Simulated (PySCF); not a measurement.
# S⁻ (sulfur, charge -1) across methods

[Ne] 3s2 3p5, 2P determinant. Calculation: PySCF 2.14, in aug-cc-pCVTZ-DK with one added diffuse shell each of s, p, d, f type (9s8p6d4f, 91 functions); scalar relativity by spin-free X2C-1e.

| method | E (hartree) | mean ε 3s β (eV) | mean ε 3p α (eV) | mean ε 3p β (eV) | Σ⟨r²⟩ (bohr²) | ⟨S²⟩ |
| --- | --- | --- | --- | --- | --- | --- |
| PBE0 | -399.1476 | -10.141 | -0.674 | 0.109 | 44.49 | 0.756 |
| r2SCAN | -399.2577 | -8.694 | 0.164 | 0.951 | 44.81 | 0.760 |
| LDA | -397.9041 | -8.615 | 0.287 | 0.979 | 46.49 | 0.754 |
| PBE | -399.1203 | -8.464 | 0.376 | 1.065 | 46.68 | 0.756 |
| BP86 | -399.3396 | -8.593 | 0.297 | 0.948 | 46.15 | 0.755 |
| CAM-B3LYP | -399.3074 | -11.778 | -1.926 | -1.177 | 44.41 | 0.755 |
| B97-3 | -399.2401 | -10.322 | -0.660 | 0.066 | 44.31 | 0.754 |
| UHF | -398.62314 | -14.545 | -3.496 | -2.314 | 43.31 | 0.764 |
| PW91 | -399.2837 | -8.513 | 0.337 | 1.020 | 46.92 | 0.756 |

The highest occupied level is positive at PBE0, r2SCAN, LDA, PBE, BP86, B97-3, PW91: only the finite basis holds that electron, which in a density functional comes from self-interaction.
